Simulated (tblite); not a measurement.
A geometry optimisation, step by step.

CH₇B₂N₂ (doublet state).
Atom-mapped SMILES: `[BH2:1][NH:2][CH2:3][BH:4][NH:5]` (hydrogens: H6, H7 on B1; H8 on N2; H9, H10 on C3; H11 on B4; H12 on N5)

Computed with GFN2-xTB (tblite), gas phase: L-BFGS steps from a force-field or distance-geometry start until the largest atomic force falls under 0.01 eV/Å. 13 of its 122 geometries are shown.

Step 0: E = -378.2174 eV, largest atomic force 4.539 eV/Å
```
atom  x, y, z in Å  |  force x, y, z in eV/Å
B1      1.717    0.593   -0.581    0.917  -1.474   1.813
N2      1.069   -0.729   -0.199    1.729   1.680   0.983
C3     -0.228   -0.606    0.398   -0.860  -0.528   0.259
B4     -1.301    0.093   -0.567   -4.145   0.826   1.656
N5     -2.752    0.149   -0.062    4.280   0.465  -0.233
H6      2.790    0.489   -1.068   -0.449  -0.039  -0.385
H7      1.640    1.530    0.174   -0.770  -0.206  -0.870
H8      1.713   -1.162    0.524   -0.705   0.108  -1.615
H9     -0.217   -0.023    1.349   -0.056  -0.172  -0.413
H10    -0.627   -1.617    0.636    0.326   0.338   0.095
H11    -0.988    0.701   -1.516   -0.040  -0.333  -0.083
H12    -2.814    0.581    0.887   -0.227  -0.664  -1.206
```

Step 10: E = -380.4939 eV, largest atomic force 1.121 eV/Å
```
atom  x, y, z in Å  |  force x, y, z in eV/Å
B1      1.884    0.595   -0.325   -0.133  -0.243  -0.324
N2      1.213   -0.544    0.105   -0.298  -0.777  -0.046
C3     -0.154   -0.562    0.511   -0.246   0.064   0.165
B4     -1.329    0.224   -0.501    0.457  -0.190  -0.210
N5     -2.496    0.441    0.025   -0.302   0.051   0.010
H6      2.807    0.416   -1.021    0.295   0.202   0.282
H7      1.394    1.639   -0.113    0.107  -0.049  -0.044
H8      1.605   -1.501    0.018   -0.346   1.036  -0.253
H9     -0.333    0.012    1.419    0.282  -0.113   0.128
H10    -0.520   -1.586    0.621    0.055   0.156   0.088
H11    -0.990    0.493   -1.600   -0.001  -0.137   0.335
H12    -3.081    0.373    0.834    0.129  -0.001  -0.132
```

Step 20: E = -380.6852 eV, largest atomic force 0.220 eV/Å
```
atom  x, y, z in Å  |  force x, y, z in eV/Å
B1      1.862    0.595   -0.358   -0.023  -0.017  -0.007
N2      1.137   -0.524    0.029   -0.014   0.035   0.054
C3     -0.177   -0.548    0.571   -0.183   0.068  -0.101
B4     -1.305    0.195   -0.465   -0.107  -0.037   0.087
N5     -2.501    0.461   -0.014    0.039  -0.125  -0.017
H6      2.912    0.440   -0.854   -0.012  -0.016   0.053
H7      1.391    1.652   -0.202    0.042   0.035   0.070
H8      1.477   -1.443   -0.204    0.060  -0.097  -0.090
H9     -0.247   -0.012    1.517    0.103   0.097  -0.068
H10    -0.538   -1.566    0.713    0.074  -0.024   0.014
H11    -0.929    0.399   -1.549    0.049   0.001  -0.023
H12    -3.082    0.350    0.789   -0.030   0.078   0.031
```

Step 30: E = -380.7138 eV, largest atomic force 0.235 eV/Å
```
atom  x, y, z in Å  |  force x, y, z in eV/Å
B1      1.881    0.589   -0.328    0.022   0.078   0.016
N2      1.132   -0.536   -0.010    0.043   0.097  -0.032
C3     -0.165   -0.539    0.563   -0.170   0.080  -0.141
B4     -1.341    0.150   -0.461   -0.109   0.014   0.043
N5     -2.543    0.396   -0.019    0.100  -0.010   0.049
H6      2.945    0.431   -0.786    0.014   0.011  -0.052
H7      1.428    1.652   -0.131    0.081  -0.059   0.090
H8      1.440   -1.440   -0.336   -0.031  -0.066   0.028
H9     -0.201    0.087    1.451    0.051  -0.058   0.028
H10    -0.502   -1.550    0.776   -0.005   0.001   0.119
H11    -0.947    0.363   -1.538   -0.048  -0.042  -0.058
H12    -3.126    0.397    0.793    0.052  -0.048  -0.090
```

Step 40: E = -380.7562 eV, largest atomic force 0.186 eV/Å
```
atom  x, y, z in Å  |  force x, y, z in eV/Å
B1      1.951    0.572   -0.270   -0.006   0.069   0.086
N2      1.115   -0.522   -0.096    0.059   0.114   0.113
C3     -0.153   -0.480    0.539   -0.135   0.020  -0.037
B4     -1.395    0.080   -0.491   -0.090   0.034   0.062
N5     -2.578    0.352   -0.013   -0.037  -0.072   0.053
H6      2.994    0.439   -0.780   -0.005  -0.088  -0.083
H7      1.602    1.614    0.142    0.035  -0.068   0.005
H8      1.339   -1.424   -0.496   -0.040   0.074  -0.034
H9     -0.142    0.230    1.366    0.032  -0.008  -0.090
H10    -0.448   -1.463    0.910   -0.038   0.027  -0.075
H11    -1.095    0.230   -1.614    0.064  -0.085   0.093
H12    -3.189    0.371    0.777    0.161  -0.017  -0.092
```

Step 50: E = -380.8014 eV, largest atomic force 0.098 eV/Å
```
atom  x, y, z in Å  |  force x, y, z in eV/Å
B1      2.056    0.556   -0.178   -0.019  -0.023   0.065
N2      1.080   -0.428   -0.150   -0.054  -0.038  -0.022
C3     -0.167   -0.363    0.520   -0.031   0.001   0.028
B4     -1.463   -0.010   -0.518    0.043   0.028  -0.058
N5     -2.647    0.241   -0.037   -0.022  -0.031   0.081
H6      3.016    0.380   -0.823    0.003   0.010   0.007
H7      1.896    1.507    0.485    0.055   0.049  -0.039
H8      1.177   -1.256   -0.725   -0.049   0.029   0.023
H9     -0.129    0.415    1.280   -0.052  -0.020  -0.039
H10    -0.445   -1.316    0.974    0.083  -0.028  -0.017
H11    -1.183   -0.037   -1.656   -0.023   0.002   0.040
H12    -3.188    0.311    0.800    0.067   0.021  -0.069
```

Step 60: E = -380.8058 eV, largest atomic force 0.024 eV/Å
```
atom  x, y, z in Å  |  force x, y, z in eV/Å
B1      2.062    0.555   -0.166    0.005  -0.014   0.007
N2      1.069   -0.411   -0.152   -0.006   0.005  -0.006
C3     -0.176   -0.359    0.522    0.003  -0.008  -0.005
B4     -1.464   -0.021   -0.527   -0.008  -0.003   0.020
N5     -2.648    0.224   -0.039   -0.002   0.006  -0.006
H6      3.016    0.368   -0.818    0.004  -0.007   0.001
H7      1.938    1.511    0.497   -0.008   0.021   0.003
H8      1.148   -1.230   -0.740    0.020   0.001  -0.009
H9     -0.156    0.422    1.278   -0.007  -0.011   0.004
H10    -0.427   -1.320    0.974   -0.001   0.011   0.001
H11    -1.190   -0.057   -1.662   -0.002  -0.008  -0.023
H12    -3.170    0.317    0.805    0.002   0.008   0.013
```

Step 71: E = -380.8066 eV, largest atomic force 0.027 eV/Å
```
atom  x, y, z in Å  |  force x, y, z in eV/Å
B1      2.062    0.560   -0.161    0.000  -0.010   0.003
N2      1.069   -0.407   -0.154    0.006  -0.020  -0.012
C3     -0.178   -0.365    0.515    0.005   0.007   0.006
B4     -1.469   -0.024   -0.530   -0.009  -0.021  -0.002
N5     -2.647    0.233   -0.033   -0.001   0.008   0.002
H6      3.022    0.362   -0.800    0.016   0.011  -0.005
H7      1.933    1.524    0.490   -0.016   0.004   0.008
H8      1.165   -1.226   -0.741   -0.021   0.011   0.013
H9     -0.164    0.410    1.276   -0.001  -0.003  -0.001
H10    -0.427   -1.329    0.963    0.008   0.011  -0.022
H11    -1.208   -0.074   -1.669    0.007  -0.005   0.011
H12    -3.157    0.336    0.818    0.006   0.009   0.000
```

Step 81: E = -380.8077 eV, largest atomic force 0.026 eV/Å
```
atom  x, y, z in Å  |  force x, y, z in eV/Å
B1      2.068    0.565   -0.149   -0.011   0.004   0.012
N2      1.069   -0.396   -0.172    0.005  -0.023   0.002
C3     -0.178   -0.364    0.499   -0.002  -0.005   0.006
B4     -1.482   -0.042   -0.534    0.001  -0.023   0.003
N5     -2.647    0.244   -0.023    0.009   0.011   0.000
H6      3.044    0.372   -0.767   -0.023   0.011  -0.005
H7      1.923    1.519    0.513    0.010  -0.001  -0.003
H8      1.163   -1.212   -0.762    0.003   0.016  -0.005
H9     -0.168    0.406    1.267    0.005  -0.008  -0.004
H10    -0.417   -1.334    0.940   -0.003   0.006   0.004
H11    -1.241   -0.141   -1.674    0.002   0.001   0.001
H12    -3.133    0.382    0.837    0.004   0.010  -0.010
```

Step 91: E = -380.8108 eV, largest atomic force 0.099 eV/Å
```
atom  x, y, z in Å  |  force x, y, z in eV/Å
B1      2.059    0.582   -0.104    0.011   0.051  -0.002
N2      1.057   -0.366   -0.211   -0.003  -0.029   0.030
C3     -0.180   -0.388    0.477   -0.004   0.005   0.030
B4     -1.498   -0.118   -0.545    0.020  -0.025   0.046
N5     -2.614    0.307   -0.022   -0.086   0.017   0.047
H6      3.035    0.437   -0.732    0.013   0.016  -0.025
H7      1.912    1.480    0.631    0.027   0.019   0.013
H8      1.148   -1.130   -0.864    0.000  -0.054  -0.024
H9     -0.182    0.378    1.248   -0.003  -0.030   0.023
H10    -0.381   -1.368    0.918   -0.001   0.013  -0.032
H11    -1.316   -0.377   -1.669    0.002   0.001  -0.040
H12    -3.039    0.560    0.847    0.025   0.016  -0.065
```

Step 101: E = -380.8229 eV, largest atomic force 0.165 eV/Å
```
atom  x, y, z in Å  |  force x, y, z in eV/Å
B1      1.985    0.644   -0.101   -0.035  -0.043  -0.004
N2      1.061   -0.388   -0.189    0.016   0.015  -0.021
C3     -0.174   -0.495    0.495    0.013   0.005   0.005
B4     -1.479   -0.168   -0.534   -0.084   0.029   0.016
N5     -2.523    0.455   -0.054    0.036  -0.010   0.095
H6      2.943    0.603   -0.772   -0.016  -0.016   0.009
H7      1.795    1.510    0.663    0.005   0.010   0.002
H8      1.186   -1.129   -0.868    0.013   0.043   0.016
H9     -0.195    0.193    1.336   -0.006  -0.012  -0.024
H10    -0.363   -1.515    0.838    0.006  -0.006  -0.009
H11    -1.353   -0.571   -1.627   -0.006   0.025   0.064
H12    -2.881    0.859    0.789    0.057  -0.041  -0.149
```

Step 111: E = -380.8292 eV, largest atomic force 0.041 eV/Å
```
atom  x, y, z in Å  |  force x, y, z in eV/Å
B1      1.930    0.690   -0.067    0.014   0.002   0.002
N2      1.043   -0.366   -0.209    0.007   0.001  -0.030
C3     -0.167   -0.576    0.495   -0.013  -0.008  -0.017
B4     -1.493   -0.246   -0.506   -0.014  -0.005  -0.006
N5     -2.434    0.552   -0.085    0.025   0.027   0.004
H6      2.871    0.724   -0.763   -0.010   0.010   0.011
H7      1.733    1.495    0.760    0.006  -0.010  -0.010
H8      1.180   -1.044   -0.947   -0.002   0.002   0.017
H9     -0.199    0.058    1.376   -0.014   0.010   0.003
H10    -0.300   -1.622    0.777    0.000  -0.005   0.000
H11    -1.467   -0.807   -1.534    0.000   0.009   0.040
H12    -2.696    1.142    0.676    0.002  -0.033  -0.015
```

Step 121: E = -380.8297 eV, largest atomic force 0.007 eV/Å
```
atom  x, y, z in Å  |  force x, y, z in eV/Å
B1      1.921    0.698   -0.059   -0.001   0.001   0.001
N2      1.038   -0.359   -0.216    0.000   0.000   0.000
C3     -0.166   -0.590    0.492    0.000   0.001   0.000
B4     -1.498   -0.263   -0.498    0.005  -0.002  -0.004
N5     -2.410    0.578   -0.097   -0.005   0.002   0.004
H6      2.857    0.752   -0.759    0.000   0.001   0.000
H7      1.726    1.486    0.784   -0.001   0.000   0.000
H8      1.176   -1.027   -0.963    0.000  -0.002  -0.001
H9     -0.202    0.035    1.380   -0.001   0.002   0.000
H10    -0.285   -1.641    0.765   -0.002   0.000   0.001
H11    -1.497   -0.857   -1.507   -0.001   0.001   0.002
H12    -2.658    1.187    0.652    0.006  -0.002  -0.002
```

**Question.** Summarise the path.

**Answer.** The energy falls by 2.6124 eV from step 0 to step 121; nine tenths of that is first reached at step 13. It rises by more than 0.2 meV at step 2. The largest force goes from 4.539 to 0.007 eV/Å. Among the bonds B4–N5 changes most, from 1.537 to 1.303 Å; the atoms move by 0.779 Å rms after alignment.

**Question.** Follow the three bonds and two angles with the largest change from start to end.

**Answer.** 
| step | E above end (eV) | largest force (eV/Å) | B4–N5 (Å) | B1–N2 (Å) | C3–B4 (Å) | B4–N5–H12 (°) | B1–N2–H8 (°) |
| --- | --- | --- | --- | --- | --- | --- | --- |
| 0 | 2.6124 | 4.539 | 1.537 | 1.521 | 1.603 | 111.7 | 105.5 |
| 5 | 1.1148 | 3.161 | 1.284 | 1.405 | 1.672 | 133.3 | 106.8 |
| 11 | 0.3033 | 0.664 | 1.295 | 1.389 | 1.744 | 146.8 | 122.7 |
| 16 | 0.1771 | 0.469 | 1.306 | 1.388 | 1.676 | 141.9 | 117.3 |
| 21 | 0.1403 | 0.205 | 1.307 | 1.389 | 1.699 | 142.2 | 119.9 |
| 26 | 0.1279 | 0.148 | 1.302 | 1.387 | 1.692 | 143.7 | 119.5 |
| 32 | 0.1069 | 0.176 | 1.304 | 1.389 | 1.693 | 145.2 | 119.4 |
| 37 | 0.0842 | 0.215 | 1.301 | 1.386 | 1.707 | 149.1 | 120.9 |
| 42 | 0.0588 | 0.298 | 1.303 | 1.390 | 1.693 | 146.6 | 122.0 |
| 47 | 0.0368 | 0.257 | 1.303 | 1.386 | 1.701 | 145.2 | 120.8 |
| 53 | 0.0256 | 0.064 | 1.303 | 1.386 | 1.697 | 144.9 | 120.0 |
| 58 | 0.0241 | 0.028 | 1.303 | 1.386 | 1.694 | 144.2 | 120.2 |
| 63 | 0.0237 | 0.022 | 1.303 | 1.386 | 1.696 | 144.0 | 120.0 |
| 68 | 0.0234 | 0.025 | 1.304 | 1.386 | 1.696 | 143.7 | 119.7 |
| 74 | 0.0226 | 0.036 | 1.304 | 1.387 | 1.695 | 144.0 | 119.8 |
| 79 | 0.0222 | 0.026 | 1.304 | 1.386 | 1.695 | 143.5 | 119.9 |
| 84 | 0.0217 | 0.045 | 1.304 | 1.386 | 1.694 | 143.5 | 120.2 |
| 89 | 0.0200 | 0.087 | 1.304 | 1.383 | 1.690 | 142.7 | 120.1 |
| 95 | 0.0123 | 0.117 | 1.304 | 1.387 | 1.690 | 143.3 | 119.9 |
| 100 | 0.0079 | 0.162 | 1.307 | 1.388 | 1.692 | 142.4 | 120.2 |
| 105 | 0.0036 | 0.159 | 1.306 | 1.387 | 1.699 | 142.0 | 119.8 |
| 110 | 0.0009 | 0.076 | 1.304 | 1.387 | 1.693 | 142.8 | 119.9 |
| 116 | 0.0001 | 0.033 | 1.304 | 1.387 | 1.691 | 143.3 | 120.0 |
| 121 | 0.0000 | 0.007 | 1.303 | 1.387 | 1.692 | 143.1 | 120.0 |

What follows is the cost of the whole relaxation. The run took 0.42 s wall on an Intel Xeon Platinum 8488C with one thread (shared host).
